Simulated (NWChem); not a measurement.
System: C2H4N cation; SMILES CC#[NH+]

Results from NWChem. Pople sets run with spherical d functions. All runs use the structure optimised with PBE0/def2-SVP. Vertical excitations in the gas phase; the lowest state need not have the same character in each row.

For level Hartree-Fock/6-31G*, TDHF:

| Quantity | Result |
|---|---|
| lowest excitation, singlet (eV) | 7.76 |
| orbital gap (eV) | 18.53 |

Task: Estimate the same quantities for level PBE0/6-31G*, full TDDFT.

Result: 
* **lowest excitation, singlet (eV)**: 8.11
* **orbital gap (eV)**: 10.55
